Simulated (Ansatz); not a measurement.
CH$_{5}$AlClNSSi (`[NH2][Al]1[CH2]S[SiH]1Cl`) at its PBE0-D4/def2-TZVP geometry, where that method's forces vanish. The species carries charge 0 and has multiplicity 1.

```tsv
atom	x (Å)	y (Å)	z (Å)
N1	-2.025	0.915	0.920
Al2	-0.470	0.282	0.385
C3	0.940	1.086	-0.724
S4	1.273	-0.493	-1.616
Si5	0.623	-1.807	-0.034
Cl6	2.147	-2.424	1.234
H7	-2.333	1.869	0.811
H8	-2.740	0.370	1.373
H9	0.621	1.823	-1.464
H10	1.852	1.440	-0.245
H11	0.113	-3.061	-0.641
```

**Question.** For each bond, give half the difference of the two atoms' forces along it (eV/Å; positive pushes the atoms apart) under PBE-D4, r2SCAN-D4, B3LYP-D4, ωB97M-V in def2-TZVPP. (Best estimate.)

**Answer.** Computed: 
| bond | length (Å) | PBE-D4 | r2SCAN-D4 | B3LYP-D4 | ωB97M-V |
| --- | --- | --- | --- | --- | --- |
| N1–Al2 | 1.762 | 0.05 | 0.01 | 0.00 | 0.04 |
| N1–H7 | 1.008 | 0.20 | 0.01 | 0.00 | -0.01 |
| N1–H8 | 1.008 | 0.20 | 0.02 | 0.00 | -0.02 |
| Al2–C3 | 1.966 | -0.02 | -0.01 | 0.05 | -0.03 |
| Al2–Si5 | 2.394 | -0.14 | -0.02 | 0.02 | -0.01 |
| C3–S4 | 1.845 | 0.16 | 0.21 | 0.32 | 0.14 |
| C3–H9 | 1.092 | 0.10 | -0.04 | -0.11 | -0.08 |
| C3–H10 | 1.089 | 0.09 | -0.05 | -0.10 | -0.08 |
| S4–Si5 | 2.157 | 0.16 | 0.06 | 0.16 | 0.01 |
| Si5–Cl6 | 2.077 | 0.19 | 0.07 | 0.21 | 0.09 |
| Si5–H11 | 1.484 | 0.08 | -0.05 | -0.16 | -0.16 |

B3LYP here is the variant with VWN-RPA as its local correlation; programs differ in this.
